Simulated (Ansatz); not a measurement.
Program: Ansatz. Geometries: PBE0-D4/def2-TZVP. ΔE: electronic, gas phase. CCSD(T)/CBS adds triple-zeta CCSD(T) − MP2 to the extrapolated MP2 energy (def2 sets, frozen cores). This one scheme is used for every species. Functionals use def2-TZVPP. For Ge outer-core shells are correlated without core-valence functions, which leaves a few kJ/mol of doubt a bond. Scalar relativity is left out up to krypton. Each species was taken in one conformer, which may not be the lowest.

Consider the formal exchange of groups at a C–Ge bond: `B[CH](O)[GeH3]` + SiH₄ → `BC(O)[SiH3]` + GeH₄.

Question: Is it downhill or uphill in electronic energy at CCSD(T)/CBS, and by how much? (Best estimate.)

Answer: Computed: Nearly level: ΔE = -1.1 kJ/mol.

Question: What do these levels give: revPBE-D4, PBE0, CAM-B3LYP, SCS-MP2/def2-TZVPP, MP2/def2-QZVPP, SCS-MP2/def2-QZVPP? (An estimate is asked.)

Answer: Computed: revPBE-D4 0.8, PBE0 -2.2, CAM-B3LYP -7.0, SCS-MP2/def2-TZVPP 1.0, MP2/def2-QZVPP 1.9, SCS-MP2/def2-QZVPP -1.1 kJ/mol.

Largest T1 diagnostic among the species: 0.013.

Leaving LDA and LC-ωPBE aside and taking each functional with its dispersion term where it has one, the values, not all of them listed here, spread over 10.7 kJ/mol, from B97M-V to PBE-D4. From BLYP to BHLYP (50 % exact exchange), in def2-TZVPP and without D4, ΔE moves by −8.4 kJ/mol. In def2-TZVPP, CCSD(T) changes the Hartree–Fock value by +16.3 kJ/mol (the triples alone add +2.9 kJ/mol) and MP2 by +18.9 kJ/mol.
